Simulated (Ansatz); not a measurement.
One change: `F[SiH]([SiH3])Cl` becomes `F[SiH2]Cl`.

Ansatz, PBE0-D4/def2-TZVP geometries, multiplicity 1. 

```
                                                                                  property  `F[SiH]([SiH3])Cl`
ideal-gas entropy at 298 K and 1 bar (rigid rotor, harmonic PBE0-D4/def2-TZVP) / J/(mol·K)                 344
                                            size of the dipole moment (PBE/def2-TZVPP) / D                1.46
                                          size of the dipole moment (B3LYP/def2-TZVPP) / D                1.59
                                                       HOMO energy (B3LYP/def2-TZVPP) / eV               -8.20
                                            zero-point energy (PBE0-D4/def2-TZVP) / kJ/mol               100.5
                                                   HOMO–LUMO gap (ωB97M-V/def2-TZVPP) / eV               11.68
```

Problem. Give the same properties after the change, and the shifts. (An estimate is asked.)

Solution. The calculation gave: 
| property | `F[SiH2]Cl` | shift |
| --- | --- | --- |
| ideal-gas entropy at 298 K and 1 bar (rigid rotor, harmonic PBE0-D4/def2-TZVP) / J/(mol·K) | 281 | -63 |
| size of the dipole moment (PBE/def2-TZVPP) / D | 1.20 | -0.26 |
| size of the dipole moment (B3LYP/def2-TZVPP) / D | 1.32 | -0.27 |
| HOMO energy (B3LYP/def2-TZVPP) / eV | -9.03 | -0.83 |
| zero-point energy (PBE0-D4/def2-TZVP) / kJ/mol | 57.0 | -43.5 |
| HOMO–LUMO gap (ωB97M-V/def2-TZVPP) / eV | 13.35 | 1.67 |

With PBE0 the HOMO falls by 0.87 eV and the LUMO rises by 0.64 eV, so the gap widens by about 1.51 eV. PBE moves the HOMO by -0.70 eV and ωB97M-V by -1.06 eV. The zero-point energy changes by -43.5 kJ/mol with -9 modes. Dipoles are sizes alone; their direction can turn.

B3LYP here is the variant with VWN-RPA as its local correlation; programs differ in this.
